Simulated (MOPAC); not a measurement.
Input for MOPAC: PM6 on BeP, 2S+1 = 4, a spin state set in the input, which need not be the lowest, a point of a bond scan (R = 2.080 Å).

```
PM6 1SCF PRECISE CHARGE=0 UHF MS=1.5 THREADS=1
BeP

Be     0.00000000 1     0.00000000 1     0.00000000 1
P      0.00000000 1     0.00000000 1     2.07997200 1
```

Output:

```
*******************************************************************************
 **                                                                           **
 **                              MOPAC v23.2.5                                **
 **                                                                           **
 *******************************************************************************
 ** MOPAC's Digital Object Identifier: https://doi.org/10.5281/zenodo.6511958 **
 **                                                                           **
 ** Please cite the open-source release paper for use of this MOPAC version:  **
 ** J. E. Moussa and J. J. P. Stewart (2026)                                  **
 ** MOPAC: An open-source semiempirical molecular orbital program             **
 ** J. Open Source Softw., 11(119), 8025, https://doi.org/10.21105/joss.08025 **
 *******************************************************************************

                              PM6 CALCULATION RESULTS

 *******************************************************************************
 *  PM6        - The PM6 Hamiltonian to be used
 *  UHF        - UNRESTRICTED HARTREE-FOCK CALCULATION
 *
 *
 *
 *                 CHARGE ON SYSTEM = 0
 *
 *
 *
 *  MS=        - IN MECI, MAGNETIC COMPONENT OF SPIN =  1.5
 *  PRECISE    - TIGHTER CRITERIA TO BE USED
 *  1SCF       - DO 1 SCF AND THEN STOP
 *  THREADS=1  - MULTI-THREADING NOT USED
 *  T=         - A TIME OF 172800.0 SECONDS REQUESTED
 *  DUMP=N     - RESTART FILE WRITTEN EVERY 7200.0 SECONDS REQUESTED
 *******************************************************************************
PM6 1SCF PRECISE CHARGE=0 UHF MS=1.5 THREADS=1
 BeP

   ATOM   CHEMICAL          X               Y               Z
  NUMBER   SYMBOL      (ANGSTROMS)     (ANGSTROMS)     (ANGSTROMS)

     1      Be          0.00000000  *   0.00000000  *   0.00000000  *
     2       P          0.00000000  *   0.00000000  *   2.07997200  *



          CARTESIAN COORDINATES

    NO.       ATOM           X           Y           Z

     1        Be          0.0000      0.0000      0.0000
     2         P          0.0000      0.0000      2.0800

 General Reference for PM6:
 "Optimization of Parameters for Semiempirical Methods V: Modification of NDDO Approximations
 and Application to 70 Elements", J. J. P. Stewart, J. Mol. Mod., 13, 1173-1213 (2007)
 URL: https://link.springer.com/article/10.1007/s00894-007-0233-4

           Empirical Formula: Be P  =     2 atoms



      MOLECULAR POINT GROUP   :   C*v


          UHF CALCULATION, NO. OF ALPHA ELECTRONS =    5
                           NO. OF BETA  ELECTRONS =    2

 -------------------------------------------------------------------------------
 PM6 1SCF PRECISE CHARGE=0 UHF MS=1.5 THREADS=1
 BeP



     1SCF WAS SPECIFIED, SO BFGS WAS NOT USED
     SCF FIELD WAS ACHIEVED


                              PM6 CALCULATION
                                                       MOPAC v23.2.5 Linux




          FINAL HEAT OF FORMATION =        112.85218 KCAL/MOL =     472.17353 KJ/MOL


          COSMO AREA              =         85.75 SQUARE ANGSTROMS
          COSMO VOLUME            =         70.05 CUBIC ANGSTROMS

          IONIZATION POTENTIAL    =          8.640251 EV
          ALPHA SOMO LUMO (EV)    =         -8.640  3.823
          BETA  SOMO LUMO (EV)    =         -9.761 -0.441
          NO. OF ALPHA ELECTRONS  =          5
          NO. OF BETA  ELECTRONS  =          2
          MOLECULAR WEIGHT        =         39.9859         POINT GROUP:  C*v

          MOLECULAR DIMENSIONS (Angstroms)

            Atom       Atom       Distance
            P     2   Be     1     2.07997
            P     2   Be     1     0.00000
           Be     1    P     2     0.00000


          SCF CALCULATIONS        =          1





   ATOM   CHEMICAL          X               Y               Z
  NUMBER   SYMBOL      (ANGSTROMS)     (ANGSTROMS)     (ANGSTROMS)

     1      Be          0.00000000  *   0.00000000  *   0.00000000  *
     2       P          0.00000000  *   0.00000000  *   2.07997200  *

                             CARTESIAN COORDINATES

   1   Be        0.000000000     0.000000000     0.000000000
   2    P        0.000000000     0.000000000     2.079972000


           Empirical Formula: Be P  =     2 atoms



      MOLECULAR POINT GROUP   :   C*v


          ALPHA EIGENVALUES
 -17.95240 -10.69395  -9.42322  -9.42322  -8.64025   3.82264   4.11431   4.11431
 141.87398 141.87398 142.43199 142.43199 142.60201


           BETA EIGENVALUES
 -16.54010  -9.76124  -0.44052  -0.44052   1.34222   5.00130   5.00130   5.23315
 143.39447 143.43533 143.43533 143.52151 143.52151


              NET ATOMIC CHARGES AND DIPOLE CONTRIBUTIONS

  ATOM NO.   TYPE          CHARGE      No. of ELECS.   s-Pop       p-Pop       d-Pop
    1         Be           0.174065        1.8259     1.09979     0.72614
    2          P          -0.174065        5.1741     1.89167     3.28070     0.00169
 DIPOLE           X         Y         Z       TOTAL
 POINT-CHG.     0.000     0.000    -1.739     1.739
 HYBRID         0.000    -0.000    -0.455     0.455
 SUM            0.000    -0.000    -2.194     2.194


          ATOMIC ORBITAL ELECTRON POPULATIONS

     Atom    s        px        py        pz      x^2-y^2     xz        z^2       yz        xy
    1 Be   1.09979   0.02298   0.02298   0.68018
    2  P   1.89167   0.97695   0.97695   1.32680   0.00000   0.00007   0.00155   0.00007   0.00000


                    (SZ)    =    1.500000
                    (S**2)  =    3.763881


          ATOMIC ORBITAL SPIN POPULATIONS

    Atom   Total    s     px     py     pz   x^2-y^2  xz     z^2    yz     xy
         Atomic
    1 Be  0.8938  0.477  0.023  0.023  0.371
    2  P  2.1062  0.004  0.977  0.977  0.149  0.000  0.000 -0.000  0.000  0.000

 **********************
 *                    *
 * JOB ENDED NORMALLY *
 *                    *
 **********************




 == MOPAC DONE ==
```

The run finished.

Cost: very roughly 0.020 core-seconds.
